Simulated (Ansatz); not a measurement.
Harmonic vibrations of C$_{2}$H$_{6}$CrO$_{2}$ (`[CH3][Cr]([CH3])(=[O])=[O]`) by finite differences.

```yaml
crystal:
  periodic: [false, false, false]
  atoms:
    - {symbol: C, position_ang: [-1.548330, 0.566562, 0.305660]}
    - {symbol: Cr, position_ang: [0.174003, 0.361804, -0.612712]}
    - {symbol: C, position_ang: [1.385138, -0.905833, 0.269286]}
    - {symbol: O, position_ang: [-0.111948, -0.173266, -2.035771]}
    - {symbol: O, position_ang: [0.867656, 1.744508, -0.625415]}
    - {symbol: H, position_ang: [-1.325202, 0.929128, 1.312352]}
    - {symbol: H, position_ang: [-2.185561, 1.276431, -0.221039]}
    - {symbol: H, position_ang: [-2.012610, -0.422714, 0.321586]}
    - {symbol: H, position_ang: [2.325237, -0.985981, -0.275677]}
    - {symbol: H, position_ang: [0.870835, -1.870048, 0.284942]}
    - {symbol: H, position_ang: [1.560780, -0.520591, 1.276798]}
basis:
  gaussian: {orbitals: def2-TZVP}
hamiltonian: {xc: pbe0, dispersion: d4}
phonons: {temperatures: {t_min: 298.15, t_max: 900, t_step: 200}}
```

```sh
$ ansatz run in.yaml --threads 4 --pin off --events-out ev --progress --plain --max-ram 10444MiB
```

It prints (some lines left out):

```
Functional definition: PBE0
mean field -34676.74848011 eV, -1274.3470018995 hartree, gradient 2.4e-5 eV, S^2 0.000000; 0 other end points of the search recorded, 0 dependent functions left out
mean field -34676.74833568 eV, -1274.3469965919 hartree, gradient 1.4e-6 eV, S^2 0.000000; 0 other end points of the search recorded, 0 dependent functions left out
mean field -34676.74840033 eV, -1274.3469989678 hartree, gradient 1.5e-6 eV, S^2 0.000000; 0 other end points of the search recorded, 0 dependent functions left out
mean field -34676.74833197 eV, -1274.3469964558 hartree, gradient 1.4e-6 eV, S^2 0.000000; 0 other end points of the search recorded, 0 dependent functions left out
mean field -34676.74831180 eV, -1274.3469957144 hartree, gradient 2.3e-6 eV, S^2 0.000000; 0 other end points of the search recorded, 0 dependent functions left out
mean field -34676.74835750 eV, -1274.3469973939 hartree, gradient 1.6e-6 eV, S^2 0.000000; 0 other end points of the search recorded, 0 dependent functions left out
mean field -34676.74832386 eV, -1274.3469961577 hartree, gradient 1.4e-6 eV, S^2 0.000000; 0 other end points of the search recorded, 0 dependent functions left out
mean field -34676.74835700 eV, -1274.3469973755 hartree, gradient 2.4e-6 eV, S^2 0.000000; 0 other end points of the search recorded, 0 dependent functions left out
mean field -34676.74836033 eV, -1274.3469974979 hartree, gradient 2.4e-6 eV, S^2 0.000000; 0 other end points of the search recorded, 0 dependent functions left out
mean field -34676.74826519 eV, -1274.3469940015 hartree, gradient 2.6e-6 eV, S^2 0.000000; 0 other end points of the search recorded, 0 dependent functions left out
mean field -34676.74827505 eV, -1274.3469943639 hartree, gradient 2.6e-6 eV, S^2 0.000000; 0 other end points of the search recorded, 0 dependent functions left out
mean field -34676.74828453 eV, -1274.3469947125 hartree, gradient 1.4e-6 eV, S^2 0.000000; 0 other end points of the search recorded, 0 dependent functions left out
mean field -34676.74825349 eV, -1274.3469935718 hartree, gradient 2.4e-6 eV, S^2 0.000000; 0 other end points of the search recorded, 0 dependent functions left out
mean field -34676.74836375 eV, -1274.3469976236 hartree, gradient 1.5e-6 eV, S^2 0.000000; 0 other end points of the search recorded, 0 dependent functions left out
mean field -34676.74832034 eV, -1274.3469960283 hartree, gradient 2.5e-6 eV, S^2 0.000000; 0 other end points of the search recorded, 0 dependent functions left out
mean field -34676.74832561 eV, -1274.3469962218 hartree, gradient 1.5e-6 eV, S^2 0.000000; 0 other end points of the search recorded, 0 dependent functions left out
mean field -34676.74837216 eV, -1274.3469979326 hartree, gradient 3.0e-6 eV, S^2 0.000000; 0 other end points of the search recorded, 0 dependent functions left out
mean field -34676.74835234 eV, -1274.3469972044 hartree, gradient 1.6e-6 eV, S^2 0.000000; 0 other end points of the search recorded, 0 dependent functions left out
mean field -34676.74832672 eV, -1274.3469962627 hartree, gradient 1.4e-6 eV, S^2 0.000000; 0 other end points of the search recorded, 0 dependent functions left out
mean field -34676.74845783 eV, -1274.3470010808 hartree, gradient 1.9e-6 eV, S^2 0.000000; 0 other end points of the search recorded, 0 dependent functions left out
mean field -34676.74847410 eV, -1274.3470016789 hartree, gradient 2.0e-6 eV, S^2 0.000000; 0 other end points of the search recorded, 0 dependent functions left out
mean field -34676.74843993 eV, -1274.3470004232 hartree, gradient 1.8e-6 eV, S^2 0.000000; 0 other end points of the search recorded, 0 dependent functions left out
mean field -34676.74846019 eV, -1274.3470011675 hartree, gradient 2.1e-6 eV, S^2 0.000000; 0 other end points of the search recorded, 0 dependent functions left out
mean field -34676.74827868 eV, -1274.3469944972 hartree, gradient 2.4e-6 eV, S^2 0.000000; 0 other end points of the search recorded, 0 dependent functions left out
mean field -34676.74837534 eV, -1274.3469980495 hartree, gradient 2.6e-6 eV, S^2 0.000000; 0 other end points of the search recorded, 0 dependent functions left out
mean field -34676.74846108 eV, -1274.3470012002 hartree, gradient 2.1e-6 eV, S^2 0.000000; 0 other end points of the search recorded, 0 dependent functions left out
mean field -34676.74841552 eV, -1274.3469995263 hartree, gradient 1.8e-6 eV, S^2 0.000000; 0 other end points of the search recorded, 0 dependent functions left out
mean field -34676.74837951 eV, -1274.3469982028 hartree, gradient 2.5e-6 eV, S^2 0.000000; 0 other end points of the search recorded, 0 dependent functions left out
mean field -34676.74829537 eV, -1274.3469951108 hartree, gradient 2.5e-6 eV, S^2 0.000000; 0 other end points of the search recorded, 0 dependent functions left out
mean field -34676.74845896 eV, -1274.3470011224 hartree, gradient 1.8e-6 eV, S^2 0.000000; 0 other end points of the search recorded, 0 dependent functions left out
mean field -34676.74847564 eV, -1274.3470017355 hartree, gradient 2.0e-6 eV, S^2 0.000000; 0 other end points of the search recorded, 0 dependent functions left out
mean field -34676.74845664 eV, -1274.3470010374 hartree, gradient 2.2e-6 eV, S^2 0.000000; 0 other end points of the search recorded, 0 dependent functions left out
mean field -34676.74847699 eV, -1274.3470017851 hartree, gradient 2.6e-6 eV, S^2 0.000000; 0 other end points of the search recorded, 0 dependent functions left out
mean field -34676.74845511 eV, -1274.3470009811 hartree, gradient 1.5e-6 eV, S^2 0.000000; 0 other end points of the search recorded, 0 dependent functions left out
mean field -34676.74845911 eV, -1274.3470011280 hartree, gradient 1.6e-6 eV, S^2 0.000000; 0 other end points of the search recorded, 0 dependent functions left out
mean field -34676.74838249 eV, -1274.3469983123 hartree, gradient 1.9e-6 eV, S^2 0.000000; 0 other end points of the search recorded, 0 dependent functions left out
mean field -34676.74839803 eV, -1274.3469988835 hartree, gradient 1.4e-6 eV, S^2 0.000000; 0 other end points of the search recorded, 0 dependent functions left out
mean field -34676.74843337 eV, -1274.3470001820 hartree, gradient 2.2e-6 eV, S^2 0.000000; 0 other end points of the search recorded, 0 dependent functions left out
mean field -34676.74844273 eV, -1274.3470005261 hartree, gradient 2.4e-6 eV, S^2 0.000000; 0 other end points of the search recorded, 0 dependent functions left out
mean field -34676.74842667 eV, -1274.3469999358 hartree, gradient 2.1e-6 eV, S^2 0.000000; 0 other end points of the search recorded, 0 dependent functions left out
mean field -34676.74842876 eV, -1274.3470000126 hartree, gradient 1.4e-6 eV, S^2 0.000000; 0 other end points of the search recorded, 0 dependent functions left out
mean field -34676.74845263 eV, -1274.3470008898 hartree, gradient 2.8e-6 eV, S^2 0.000000; 0 other end points of the search recorded, 0 dependent functions left out
mean field -34676.74844196 eV, -1274.3470004976 hartree, gradient 2.0e-6 eV, S^2 0.000000; 0 other end points of the search recorded, 0 dependent functions left out
mean field -34676.74844163 eV, -1274.3470004855 hartree, gradient 1.9e-6 eV, S^2 0.000000; 0 other end points of the search recorded, 0 dependent functions left out
mean field -34676.74846454 eV, -1274.3470013277 hartree, gradient 1.7e-6 eV, S^2 0.000000; 0 other end points of the search recorded, 0 dependent functions left out
mean field -34676.74839588 eV, -1274.3469988044 hartree, gradient 3.0e-6 eV, S^2 0.000000; 0 other end points of the search recorded, 0 dependent functions left out
mean field -34676.74838975 eV, -1274.3469985791 hartree, gradient 2.1e-6 eV, S^2 0.000000; 0 other end points of the search recorded, 0 dependent functions left out
mean field -34676.74847313 eV, -1274.3470016431 hartree, gradient 2.6e-6 eV, S^2 0.000000; 0 other end points of the search recorded, 0 dependent functions left out
mean field -34676.74846340 eV, -1274.3470012855 hartree, gradient 2.1e-6 eV, S^2 0.000000; 0 other end points of the search recorded, 0 dependent functions left out
mean field -34676.74840669 eV, -1274.3469992015 hartree, gradient 1.4e-6 eV, S^2 0.000000; 0 other end points of the search recorded, 0 dependent functions left out
mean field -34676.74839004 eV, -1274.3469985899 hartree, gradient 1.4e-6 eV, S^2 0.000000; 0 other end points of the search recorded, 0 dependent functions left out
mean field -34676.74846505 eV, -1274.3470013464 hartree, gradient 2.5e-6 eV, S^2 0.000000; 0 other end points of the search recorded, 0 dependent functions left out
mean field -34676.74847294 eV, -1274.3470016361 hartree, gradient 2.8e-6 eV, S^2 0.000000; 0 other end points of the search recorded, 0 dependent functions left out
mean field -34676.74844613 eV, -1274.3470006511 hartree, gradient 2.8e-6 eV, S^2 0.000000; 0 other end points of the search recorded, 0 dependent functions left out
mean field -34676.74844517 eV, -1274.3470006157 hartree, gradient 1.9e-6 eV, S^2 0.000000; 0 other end points of the search recorded, 0 dependent functions left out
mean field -34676.74845645 eV, -1274.3470010303 hartree, gradient 2.0e-6 eV, S^2 0.000000; 0 other end points of the search recorded, 0 dependent functions left out
mean field -34676.74844176 eV, -1274.3470004904 hartree, gradient 1.9e-6 eV, S^2 0.000000; 0 other end points of the search recorded, 0 dependent functions left out
mean field -34676.74839201 eV, -1274.3469986622 hartree, gradient 1.4e-6 eV, S^2 0.000000; 0 other end points of the search recorded, 0 dependent functions left out
mean field -34676.74840170 eV, -1274.3469990181 hartree, gradient 2.2e-6 eV, S^2 0.000000; 0 other end points of the search recorded, 0 dependent functions left out
mean field -34676.74847047 eV, -1274.3470015453 hartree, gradient 2.5e-6 eV, S^2 0.000000; 0 other end points of the search recorded, 0 dependent functions left out
mean field -34676.74846593 eV, -1274.3470013785 hartree, gradient 2.1e-6 eV, S^2 0.000000; 0 other end points of the search recorded, 0 dependent functions left out
mean field -34676.74847440 eV, -1274.3470016897 hartree, gradient 2.5e-6 eV, S^2 0.000000; 0 other end points of the search recorded, 0 dependent functions left out
mean field -34676.74845787 eV, -1274.3470010825 hartree, gradient 2.5e-6 eV, S^2 0.000000; 0 other end points of the search recorded, 0 dependent functions left out
mean field -34676.74845299 eV, -1274.3470009029 hartree, gradient 2.0e-6 eV, S^2 0.000000; 0 other end points of the search recorded, 0 dependent functions left out
mean field -34676.74846299 eV, -1274.3470012706 hartree, gradient 2.2e-6 eV, S^2 0.000000; 0 other end points of the search recorded, 0 dependent functions left out
mean field -34676.74839630 eV, -1274.3469988196 hartree, gradient 1.8e-6 eV, S^2 0.000000; 0 other end points of the search recorded, 0 dependent functions left out
mean field -34676.74838372 eV, -1274.3469983574 hartree, gradient 1.4e-6 eV, S^2 0.000000; 0 other end points of the search recorded, 0 dependent functions left out
Total energy: -34676.95386285 eV, -1274.3545495760 hartree
Atom 0 at    -1.548330     0.566562     0.305660 Å, force    -0.000151     0.001029     0.001957 eV/Å
Atom 1 at     0.174003     0.361804    -0.612712 Å, force     0.001057     0.001881    -0.000221 eV/Å
Atom 2 at     1.385138    -0.905833     0.269286 Å, force    -0.001224    -0.000895     0.000637 eV/Å
Atom 3 at    -0.111948    -0.173266    -2.035771 Å, force    -0.001035    -0.000087     0.000290 eV/Å
Atom 4 at     0.867656     1.744508    -0.625415 Å, force     0.000363    -0.000912     0.000228 eV/Å
Atom 5 at    -1.325202     0.929128     1.312352 Å, force    -0.000454    -0.002038    -0.004850 eV/Å
Atom 6 at    -2.185561     1.276431    -0.221039 Å, force     0.000709    -0.001037     0.001145 eV/Å
Atom 7 at    -2.012610    -0.422714     0.321586 Å, force    -0.000654     0.000759     0.000826 eV/Å
Atom 8 at     2.325237    -0.985981    -0.275677 Å, force     0.001186     0.000137    -0.000738 eV/Å
Atom 9 at     0.870835    -1.870048     0.284942 Å, force     0.000076     0.000993    -0.000128 eV/Å
Atom 10 at     1.560780    -0.520591     1.276798 Å, force     0.000126     0.000169     0.000854 eV/Å
Dipole moment:    -0.154341    -0.320871     0.543360 e Å
Vibrations: 108.40 129.95 167.63 226.95 233.99 273.11 387.21 535.42 573.84 609.09 664.15 694.49 701.97 1115.43 1140.03 1156.78 1187.07 1397.49 1406.46 1416.00 1422.38 3042.12 3044.65 3149.73 3152.87 3170.34 3171.19 cm⁻¹, zero-point energy 2.125011 eV
```

It took 3.4 min on 4 threads of an Arm Neoverse V1 on a shared host, with 0.66 GiB of host memory at the peak.
